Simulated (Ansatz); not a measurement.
`CCC(F)(F)F` + CH₃NH₂ → `CNCC(F)(F)F` + CH₄ at 600 K and 1 bar (substitution at a C–C bond).

Program: Ansatz. Geometries: PBE0-D4/def2-TZVP. ΔE: electronic, gas phase. CCSD(T)/CBS is the MP2 limit (def2-TZVPP, def2-QZVPP) plus CCSD(T) − MP2 in def2-TZVPP, frozen cores. This one scheme is used for every species. Each species was taken in one conformer, which may not be the lowest.

```json
{"species": "`CCC(F)(F)F`", "CCSD(T)/CBS energy (Eh)": "-416.56297", "H − E (kJ/mol)": "270.9", "S (J/(mol·K))": "413.3"}
{"species": "CH₃NH₂", "CCSD(T)/CBS energy (Eh)": "-95.75281", "H − E (kJ/mol)": "199.3", "S (J/(mol·K))": "283.8"}
{"species": "`CNCC(F)(F)F`", "CCSD(T)/CBS energy (Eh)": "-471.84500", "H − E (kJ/mol)": "326.5", "S (J/(mol·K))": "458.0"}
{"species": "CH₄", "CCSD(T)/CBS energy (Eh)": "-40.46206", "H − E (kJ/mol)": "140.4", "S (J/(mol·K))": "215.7"}
```

H − E and S are ideal-gas, rigid-rotor, harmonic terms from PBE0-D4/def2-TZVP, for one conformer and one mirror image of each species. 1 Eh = 2625.50 kJ/mol, R = 8.31446 J/(mol·K).

**Question.** By hand: ΔE, ΔH, ΔS and ΔG.

**Answer.** ΔE = (-471.84500) + (-40.46206) − (-416.56297) − (-95.75281) = 0.00872 Eh = 22.9 kJ/mol. Δ(H − E) = 326.5 + 140.4 − 270.9 − 199.3 = -3.3, so ΔH = 19.6 kJ/mol. ΔS = 458.0 + 215.7 − 413.3 − 283.8 = -23.4 J/(mol·K). ΔG = 19.6 − 600 × (-23.4)/1000 = 33.6 kJ/mol.

**Question.** By hand: the equilibrium constant, and the temperature at which ΔG would vanish if ΔH and ΔS stayed fixed.

**Answer.** log₁₀ K = −ΔG/(RT ln 10) = -2.9. ΔH and −TΔS have one sign here, so there is no such temperature.

TΔS isn't small against ΔH here. A doubt of 5 kJ/mol in ΔE shifts log₁₀ K by 0.4 here. Other conformers and mirror images would add mixing entropy, several J/(mol·K) or more a flexible species. These are equilibria of isolated gas molecules and say nothing of rates. Largest T1 diagnostic: 0.011 (customary marks: 0.02 for closed shells, 0.045 for open ones).
